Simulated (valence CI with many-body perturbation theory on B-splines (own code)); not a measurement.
Level structure of Ti

Computed by relativistic CI+MBPT: four valence electrons over a frozen Dirac-Fock core [Ar], a basis of 7 s, 7 p, 8 d, 6 f, 4 g, 1 h functions for each j, with the one-electron correlation potential Σ1 (screened to all orders), the two-electron term Σ2, the three-electron term Σ3, Breit, model QED; selected single and double excitations, second order for the rest, scaled by the run's own slope (own B-spline code, finite nucleus).

Set against measurement, 74 paired levels are off by 268 cm⁻¹ on average, the worst by 483. These come from a selection out of the NIST Handbook of Basic Atomic Spectroscopic Data. Levels without a partner in it may be off by more, other configurations by 1,000 to 4,000 cm⁻¹. Among the levels kept, up to 820 cm⁻¹ of a level comes from second order outside the variational space, and about a tenth of that is noise between levels of different J, which matters for small intervals. 3 measured levels below the end of the list, from 27355 cm⁻¹ on, found no clear computed partner, and computed levels of the same name lie up to 117 cm⁻¹ from them.

Levels 91 to 131 of 131, with energies above the lowest level, 3d²4s² ³F_2. "Leading %" is the weight of the configuration and term that name the level; weights of strongly mixed levels are sums over their largest components and can fall short. In the jj column 3d3/2^4 stands for four electrons in 3d with j = 3/2.

```
No.  Configuration  Term  J  E (eV)  Leading %                   Leading jj  Second component
 91        3d²4s4p   ³F°  2   3.317         74      3d5/2^2 4s 4p1/2 (26 %)    17 % 3d³4p ³F°
 92        3d²4s4p   ³F°  3   3.328         72      3d5/2^2 4s 4p1/2 (16 %)    17 % 3d³4p ³F°
 93        3d²4s4p   ³F°  4   3.344         71      3d5/2^2 4s 4p3/2 (43 %)    18 % 3d³4p ³F°
 94          3d³4p   ³G°  3   3.376         44   3d3/2^2 3d5/2 4p3/2 (19 %)  40 % 3d²4s4p ³G°
 95        3d²4s4p   ¹D°  2   3.381         43      3d5/2^2 4s 4p3/2 (14 %)  19 % 3d4s²4p ¹D°
 96          3d³4p   ³G°  4   3.390         44  3d3/2 3d5/2 4s 4p3/2 (28 %)  41 % 3d²4s4p ³G°
 97          3d³4p   ³G°  5   3.405         44      3d5/2^2 4s 4p3/2 (23 %)  42 % 3d²4s4p ³G°
 98        3d²4s4p   ³D°  1   3.406         87  3d3/2 3d5/2 4s 4p3/2 (21 %)                  
 99        3d²4s4p   ³D°  2   3.413         69      3d5/2^2 4s 4p3/2 (27 %)  19 % 3d²4s4p ⁵P°
100        3d²4s4p   ³D°  3   3.418         58  3d3/2 3d5/2 4s 4p3/2 (47 %)  33 % 3d²4s4p ⁵P°
101        3d²4s4p   ⁵P°  1   3.424         89  3d3/2 3d5/2 4s 4p1/2 (38 %)                  
102        3d²4s4p   ⁵P°  2   3.436         72  3d3/2 3d5/2 4s 4p3/2 (32 %)  14 % 3d²4s4p ³D°
103        3d²4s4p   ⁵P°  3   3.456         59      3d5/2^2 4s 4p3/2 (64 %)  28 % 3d²4s4p ³D°
104          3d³4s    ¹F  3   3.459         82      3d3/2 3d5/2^2 4s (52 %)                  
105            3d⁴    ⁵D  0   3.490         62       3d3/2^2 3d5/2^2 (42 %)     10 % 3d³4d ⁵D
106            3d⁴    ⁵D  1   3.493         63         3d3/2^3 3d5/2 (31 %)     10 % 3d³4d ⁵D
107            3d⁴    ⁵D  2   3.496         64       3d3/2^2 3d5/2^2 (42 %)      9 % 3d³4d ⁵D
108            3d⁴    ⁵D  3   3.503         64         3d3/2 3d5/2^3 (30 %)     10 % 3d³4d ⁵D
109            3d⁴    ⁵D  4   3.511         63         3d3/2 3d5/2^3 (29 %)     10 % 3d³4d ⁵D
110          3d³4p   ⁵F°  1   3.529         90   3d3/2^2 3d5/2 4p3/2 (26 %)                  
111         3d²4s²    ¹S  0   3.530         84          3d5/2^2 4s^2 (52 %)                  
112          3d³4p   ⁵F°  2   3.534         90   3d3/2^2 3d5/2 4p1/2 (27 %)                  
113          3d³4p   ⁵F°  3   3.542         90   3d3/2^2 3d5/2 4p3/2 (36 %)                  
114          3d³4p   ⁵F°  4   3.552         90   3d3/2 3d5/2^2 4p3/2 (43 %)                  
115          3d³4p   ⁵F°  5   3.566         90   3d3/2 3d5/2^2 4p3/2 (32 %)                  
116          3d³4p   ³D°  1   3.661         38      3d3/2^2 4s 4p3/2 (17 %)  32 % 3d²4s4p ³D°
117          3d³4p   ³D°  2   3.674         38  3d3/2 3d5/2 4s 4p3/2 (22 %)  31 % 3d²4s4p ³D°
118        3d²4s4p   ³G°  3   3.675         80  3d3/2 3d5/2 4s 4p3/2 (29 %)     6 % 3d³4p ³G°
119        3d²4s4p   ³G°  4   3.683         74  3d3/2 3d5/2 4s 4p3/2 (44 %)    11 % 3d³4p ³G°
120          3d³4p   ⁵D°  0   3.690         78         3d3/2^3 4p3/2 (28 %)  14 % 3d²4s4p ⁵D°
121          3d³4p   ³D°  3   3.692         36      3d5/2^2 4s 4p3/2 (14 %)  30 % 3d²4s4p ³D°
122        3d²4s4p   ³G°  5   3.692         73  3d3/2 3d5/2 4s 4p3/2 (43 %)    13 % 3d³4p ³G°
123          3d³4p   ⁵D°  1   3.693         78   3d3/2^2 3d5/2 4p3/2 (42 %)  14 % 3d²4s4p ⁵D°
124          3d³4p   ⁵D°  2   3.699         77   3d3/2^2 3d5/2 4p3/2 (33 %)  14 % 3d²4s4p ⁵D°
125          3d³4p   ⁵D°  3   3.709         73   3d3/2 3d5/2^2 4p3/2 (32 %)  13 % 3d²4s4p ⁵D°
126          3d³4p   ⁵D°  4   3.718         78   3d3/2 3d5/2^2 4p1/2 (20 %)  15 % 3d²4s4p ⁵D°
127        3d²4s4p   ³D°  1   3.848         76  3d3/2 3d5/2 4s 4p3/2 (22 %)     6 % 3d³4p ³D°
128        3d²4s4p   ³D°  2   3.849         76  3d3/2 3d5/2 4s 4p3/2 (25 %)     6 % 3d³4p ³D°
129        3d²4s4p   ³D°  3   3.850         76  3d3/2 3d5/2 4s 4p3/2 (41 %)     7 % 3d³4p ³D°
130          3d³4p   ³G°  3   3.884         52   3d3/2^2 3d5/2 4p3/2 (24 %)  34 % 3d²4s4p ³G°
131        3d²4s4p   ³H°  4   3.896         36  3d3/2 3d5/2 4s 4p1/2 (26 %)    27 % 3d³4p ³G°
```

Names give the largest LS component (configuration and term), which can be under half, so a name can repeat, a term be missing and a line seem to break the LS rules; names also repeat where a configuration has a term twice.

Where two levels of one J and parity lie close, their mixing, g and order are uncertain.
